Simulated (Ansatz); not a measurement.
Re₃⁺. The state is a quintet with charge 1. Geometry PBE0-D4/def2-TZVP.

Cartesian coordinates in Å:
```
Re 0.017 0.931 0.910
Re 0.823 -1.005 0.081
Re -0.840 0.075 -0.992
```

In the def2 sets Re takes a core potential; there is no spin–orbit coupling. B3LYP takes the VWN-RPA correlation. HSE06 is defined as in plane-wave codes, on full-range PBE exchange. The structure comes from a short search, and lower isomers may exist.

(1) Estimate the α-spin orbital energies around the gap (eV) in Ansatz with PBE-D4/def2-TZVP, revPBE-D4/def2-TZVP, r2SCAN-D4/def2-TZVP, B3LYP-D4/def2-TZVP, HSE06-D4/def2-TZVP.

Results:

(1) 
```json
{"orbital": "HOMO−9", "PBE-D4/def2-TZVP": "-12.64", "revPBE-D4/def2-TZVP": "-12.54", "r2SCAN-D4/def2-TZVP": "-12.81", "B3LYP-D4/def2-TZVP": "-13.31", "HSE06-D4/def2-TZVP": "-13.15"}
{"orbital": "HOMO−8", "PBE-D4/def2-TZVP": "-12.64", "revPBE-D4/def2-TZVP": "-12.54", "r2SCAN-D4/def2-TZVP": "-12.64", "B3LYP-D4/def2-TZVP": "-13.31", "HSE06-D4/def2-TZVP": "-13.15"}
{"orbital": "HOMO−7", "PBE-D4/def2-TZVP": "-12.56", "revPBE-D4/def2-TZVP": "-12.47", "r2SCAN-D4/def2-TZVP": "-12.64", "B3LYP-D4/def2-TZVP": "-13.21", "HSE06-D4/def2-TZVP": "-13.11"}
{"orbital": "HOMO−6", "PBE-D4/def2-TZVP": "-11.58", "revPBE-D4/def2-TZVP": "-11.50", "r2SCAN-D4/def2-TZVP": "-11.92", "B3LYP-D4/def2-TZVP": "-12.47", "HSE06-D4/def2-TZVP": "-12.36"}
{"orbital": "HOMO−5", "PBE-D4/def2-TZVP": "-11.25", "revPBE-D4/def2-TZVP": "-11.16", "r2SCAN-D4/def2-TZVP": "-11.21", "B3LYP-D4/def2-TZVP": "-11.75", "HSE06-D4/def2-TZVP": "-11.55"}
{"orbital": "HOMO−4", "PBE-D4/def2-TZVP": "-11.25", "revPBE-D4/def2-TZVP": "-11.16", "r2SCAN-D4/def2-TZVP": "-11.21", "B3LYP-D4/def2-TZVP": "-11.75", "HSE06-D4/def2-TZVP": "-11.55"}
{"orbital": "HOMO−3", "PBE-D4/def2-TZVP": "-9.66", "revPBE-D4/def2-TZVP": "-9.59", "r2SCAN-D4/def2-TZVP": "-9.94", "B3LYP-D4/def2-TZVP": "-10.41", "HSE06-D4/def2-TZVP": "-10.25"}
{"orbital": "HOMO−2", "PBE-D4/def2-TZVP": "-9.66", "revPBE-D4/def2-TZVP": "-9.59", "r2SCAN-D4/def2-TZVP": "-9.94", "B3LYP-D4/def2-TZVP": "-10.41", "HSE06-D4/def2-TZVP": "-10.25"}
{"orbital": "HOMO−1", "PBE-D4/def2-TZVP": "-9.10", "revPBE-D4/def2-TZVP": "-9.02", "r2SCAN-D4/def2-TZVP": "-9.30", "B3LYP-D4/def2-TZVP": "-9.84", "HSE06-D4/def2-TZVP": "-9.68"}
{"orbital": "HOMO", "PBE-D4/def2-TZVP": "-9.10", "revPBE-D4/def2-TZVP": "-9.02", "r2SCAN-D4/def2-TZVP": "-9.30", "B3LYP-D4/def2-TZVP": "-9.84", "HSE06-D4/def2-TZVP": "-9.68"}
{"orbital": "LUMO", "PBE-D4/def2-TZVP": "-8.54", "revPBE-D4/def2-TZVP": "-8.45", "r2SCAN-D4/def2-TZVP": "-8.33", "B3LYP-D4/def2-TZVP": "-7.64", "HSE06-D4/def2-TZVP": "-7.78"}
{"orbital": "LUMO+1", "PBE-D4/def2-TZVP": "-8.54", "revPBE-D4/def2-TZVP": "-8.45", "r2SCAN-D4/def2-TZVP": "-8.33", "B3LYP-D4/def2-TZVP": "-7.64", "HSE06-D4/def2-TZVP": "-7.78"}
{"orbital": "LUMO+2", "PBE-D4/def2-TZVP": "-8.01", "revPBE-D4/def2-TZVP": "-7.92", "r2SCAN-D4/def2-TZVP": "-7.80", "B3LYP-D4/def2-TZVP": "-7.38", "HSE06-D4/def2-TZVP": "-7.49"}
{"orbital": "LUMO+3", "PBE-D4/def2-TZVP": "-7.93", "revPBE-D4/def2-TZVP": "-7.81", "r2SCAN-D4/def2-TZVP": "-7.67", "B3LYP-D4/def2-TZVP": "-7.38", "HSE06-D4/def2-TZVP": "-7.49"}
{"orbital": "LUMO+4", "PBE-D4/def2-TZVP": "-7.93", "revPBE-D4/def2-TZVP": "-7.81", "r2SCAN-D4/def2-TZVP": "-7.67", "B3LYP-D4/def2-TZVP": "-7.17", "HSE06-D4/def2-TZVP": "-7.37"}
{"orbital": "LUMO+5", "PBE-D4/def2-TZVP": "-6.88", "revPBE-D4/def2-TZVP": "-6.77", "r2SCAN-D4/def2-TZVP": "-6.60", "B3LYP-D4/def2-TZVP": "-6.16", "HSE06-D4/def2-TZVP": "-6.29"}
{"orbital": "β HOMO", "PBE-D4/def2-TZVP": "-10.31", "revPBE-D4/def2-TZVP": "-10.18", "r2SCAN-D4/def2-TZVP": "-9.98", "B3LYP-D4/def2-TZVP": "-10.66", "HSE06-D4/def2-TZVP": "-10.23"}
{"orbital": "β LUMO", "PBE-D4/def2-TZVP": "-8.42", "revPBE-D4/def2-TZVP": "-8.27", "r2SCAN-D4/def2-TZVP": "-7.95", "B3LYP-D4/def2-TZVP": "-7.74", "HSE06-D4/def2-TZVP": "-7.71"}
```
